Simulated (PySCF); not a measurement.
# Deuteron quadrupole couplings in `OCC1=C[C@H]2C=C[C@@H]1C=C2`

Species: C₉H₁₀O.
Atom-mapped SMILES: `[OH:1][CH2:2][C:3]1=[CH:4][C@H:5]2[CH:6]=[CH:7][C@@H:8]1[CH:9]=[CH:10]2` (hydrogens: H11 on O1; H12, H13 on C2; H14 on C4; H15 on C5; H16 on C6; H17 on C7; H18 on C8; H19 on C9; H20 on C10)

Structure used (GFN2-xTB), in Å, numbered top down from 1:
```xyz
20
C9H10O angstrom
O      2.5715    0.4441    1.5509
C      2.3198   -0.0132    0.2370
C      0.8653    0.0347   -0.1111
C      0.2806    0.7420   -1.0673
C     -1.2255    0.5831   -1.1113
C     -1.4671   -0.9095   -1.2238
C     -0.8888   -1.6105   -0.2647
C     -0.1228   -0.7605    0.7285
C     -1.1227    0.2565    1.2397
C     -1.7011    0.9567    0.2797
H      2.1983    1.3275    1.6443
H      2.6816   -1.0461    0.2209
H      2.8976    0.5713   -0.4937
H      0.7786    1.3770   -1.7779
H     -1.6974    1.1617   -1.9021
H     -2.0630   -1.2998   -2.0284
H     -0.9273   -2.6778   -0.1458
H      0.3608   -1.3310    1.5177
H     -1.3023    0.3519    2.2949
H     -2.4411    1.7253    0.4095
```

Level: PBE0/pcSseg-1 (PySCF, non-relativistic); Q(2H) = 0.00286 b; rigid geometry, the same for H and D, with no vibrational averaging.

Question: Rank these positions by the coupling χzz of a deuteron there, largest first.
A. H18 (methine hydrogen)
B. H16 (vinylic hydrogen)
C. H11 (hydroxyl hydrogen)
D. H12 (methylene hydrogen)
E. H13 (methylene hydrogen)

Answer: C (313 kHz), B (231 kHz), A (207 kHz), D (196 kHz), E (191 kHz).

Question: What are Vzz, η and χzz (234.96 MHz × Q × Vzz) at all hydrogens?

Answer: 
| atom | bonded to | bond length (Å) | Vzz (au) | η | χzz (kHz) |
| --- | --- | --- | --- | --- | --- |
| H11 | O1 | 0.964 | 0.4651 | 0.14 | 313 |
| H12 | C2 | 1.095 | 0.2923 | 0.04 | 196 |
| H13 | C2 | 1.100 | 0.2846 | 0.05 | 191 |
| H14 | C4 | 1.075 | 0.3421 | 0.06 | 230 |
| H15 | C5 | 1.088 | 0.3101 | 0.00 | 208 |
| H16 | C6 | 1.075 | 0.3437 | 0.06 | 231 |
| H17 | C7 | 1.075 | 0.3436 | 0.06 | 231 |
| H18 | C8 | 1.087 | 0.3081 | 0.01 | 207 |
| H19 | C9 | 1.075 | 0.3432 | 0.05 | 231 |
| H20 | C10 | 1.075 | 0.3435 | 0.06 | 231 |

Question: Average by the element that carries the hydrogen.

Answer: on O: 313 kHz over 1 position, mean bond length 0.964 Å; on C: 217 kHz over 9 positions, mean bond length 1.083 Å.

Question: How does χzz go with the bond length over the 9 C–H bonds?

Answer: A straight-line fit has a slope of -16.6 kHz for each 0.01 Å, with a correlation coefficient of -1.00, over lengths from 1.075 to 1.100 Å. The longer bonds have the smaller couplings here.

Question: Give the 2H NMR doublet splittings at H19 for a magnetic field along the z, y and x axes of the gradient: 3χ/2, 3χ(1 + η)/4, 3χ(1 − η)/4.

Answer: With |χ| = 230.6 kHz and η = 0.054: 346, 182 and 164 kHz, to first order and without motion.

Isolated species at its GFN2-xTB geometry (one conformer only). GFN2-xTB bond lengths can be off by several hundredths of an ångström, more for odd bonds, and the gradients follow them. With so small a basis the couplings can be 20 % off.
